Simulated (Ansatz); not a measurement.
Cl$_{3}$HHfTe (`[Cl][Hf]([Cl])([Cl])[TeH]`). Charge 0, multiplicity 1. Hf, Te takes the def2 core potential.

```csv
atom,x (Å),y (Å),z (Å)
Cl1,-0.4319,-2.4027,-0.1715
Hf2,-0.4575,-0.1447,0.3641
Cl3,-2.6159,0.6716,0.5337
Cl4,0.7410,0.1777,2.3251
Te5,0.7060,1.3078,-1.6835
H6,2.0583,0.3901,-1.3679
```

Problem. List the harmonic frequencies (cm⁻¹, unscaled) at PBE0-D4/def2-TZVP in Ansatz. (Estimate.)

Solution. Ansatz gave: 64, 67, 84, 88, 99, 126, 189, 343, 383, 390, 398, 2123.

Problem. Is this a minimum?

Solution. Yes, all 12 modes are real.

Problem. Give the ideal-gas thermochemistry at 298.15 K and 1 bar (rigid rotor, harmonic oscillator; point group Cs, symmetry number 1).

Solution. Zero-point energy 26.0 kJ/mol; H(298) − E = 52.9 kJ/mol; entropy 438.1 J/(mol·K), of which translation 184.0, rotation 132.8, vibration 121.3; G(298) − E = -77.7 kJ/mol. Modes under 100 cm⁻¹ are hindered rotations or soft bends, so the harmonic entropy is rough.

Problem. And at 400, 500, 600, 800 and 1000 K?

Solution. 
| T (K) | H − E (kJ/mol) | S (J/mol/K) | G − E (kJ/mol) |
| --- | --- | --- | --- |
| 400 | 64.9 | 472.7 | -124.2 |
| 500 | 77.0 | 499.6 | -172.8 |
| 600 | 89.2 | 522.0 | -224.0 |
| 800 | 114.2 | 557.9 | -332.1 |
| 1000 | 139.6 | 586.2 | -446.6 |

Problem. Rotational constants (cm⁻¹)?

Solution. 0.03252, 0.01526, 0.01509.
